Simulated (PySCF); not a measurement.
**From computed data to an observable: oscillator strength and radiative lifetime**

CuHO, SMILES [OH][Cu], multiplicity 1.

Geometry: r2SCAN-D4/def2-TZVP. The spin state was assumed, not searched.

TDA-PBE/def2-TZVPD (PySCF) puts the first singlet state with f over 0.02 at 2.87 eV (vertical), with the transition dipole (0.078, -0.580, 0.000) in atomic units.

Question: Find the oscillator strength, the wavelength and the radiative lifetime that this transition would have in vacuum if emission retraced absorption.

Answer: 
|μ|² = 0.3425 au, so |μ| = 1.49 D. ΔE = 2.87/27.211 = 0.1055 hartree. f = (2/3) ΔE |μ|² = 0.024 (the program prints 0.024).
λ = 1239.84/2.87 = 432 nm; ν = 23148 cm⁻¹.
Einstein's coefficient A = 0.6670 ν² f s⁻¹ (ν in cm⁻¹) = 8600000 s⁻¹, so τ = 1/A = 120 ns. This state is S5; the lower singlets have f = 0.009, 0.014, 0.002, 0.000. The figure is the radiative limit of this one transition; relaxation, internal conversion, crossing to triplets and a medium change what is measured.
